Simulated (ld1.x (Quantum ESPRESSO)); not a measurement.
Building the RRKJ potential for mercury (PBE, scalar-relativistic).

* Element: Hg
* Generator: ld1.x (Quantum ESPRESSO) 7.5
* Type: norm-conserving RRKJ (Kleinman–Bylander form)
* Functional: PBE
* Relativity: scalar-relativistic
* Frozen core: [Xe] 4f14
* Valence charge: 12
* Reference configuration: 5d10 6s1 6p1
* Partial waves: 6p (bound): rc 2.80 bohr; 5d (bound): rc 2.35 bohr; 5f channel at 0.05 Ry: rc 2.95 bohr; 6s (bound): rc 1.70 bohr
* Local potential: the s channel
* Core correction: none

Q: Is a potential produced?

A: No. ld1.x (Quantum ESPRESSO) 7.5 stopped with "compute_phi: phi has nodes before r_c": the RRKJ expansion in Bessel functions gave a pseudo-wave with a node inside its radius. Before that it printed "This function has    1 nodes for 0 < r <    2.768".
